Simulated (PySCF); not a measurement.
Species: C3H8Si.
SMILES with atom numbers: `[CH3:1][C@H:2]1[CH2:3][SiH2:4]1` (hydrogens: H5, H6, H7 on C1; H8 on C2; H9, H10 on C3; H11, H12 on Si4)

Structure optimised with GFN2-xTB, isolated species.

Give the optimised bond lengths and angles.

```
               bond  length (pm)   order
              C1–C2        150.9  single
              C2–C3        153.5  single
             C3–Si4        188.2  single
             C2–Si4        188.9  single
C1–H5, C1–H6, C1–H7        109.0  single
              C2–H8        108.6  single
              C3–H9        108.1  single
             C3–H10        108.2  single
            Si4–H11        145.1  single
            Si4–H12        145.2  single
```

Bonds in one row agree within 1 pm and their mean is given. Orders are formal, as drawn. A selection of angles:
```
      angle  degrees
   C2–C1–H5    110.6
   H5–C1–H6    108.1
   C1–C2–C3    117.1
  C1–C2–Si4    122.4
   C1–C2–H8    111.9
  C3–C2–Si4     65.7
   C3–C2–H8    114.0
  Si4–C2–H8    117.9
  C2–C3–Si4     66.2
   C2–C3–H9    116.4
  C2–C3–H10    115.3
  Si4–C3–H9    120.8
 Si4–C3–H10    119.7
  H9–C3–H10    111.3
 C3–Si4–H11    118.9
 C3–Si4–H12    117.8
  C2–Si4–C3     48.1
 C2–Si4–H11    118.7
 C2–Si4–H12    118.0
H11–Si4–H12    117.4
```

Dihedral angles: C1–C2–C3–Si4 115° (anticlinal); C1–C2–Si4–C3 -108° (anticlinal).

Si4 (SiH2 silicon) has angles from 48.1° to 118.9°. The 2 C–C bonds span 1.509 Å (C1–C2, drawn single) to 1.535 Å (C2–C3, drawn single), a spread of 0.026 Å. The 3-membered ring C2–C3–Si4 has internal angles of 48.1° to 66.2°.

Point group: C1 (no symmetry element, even within 0.4 Å). Whether it is a minimum is left open (no frequencies).

The numbers are calculated, not measured.
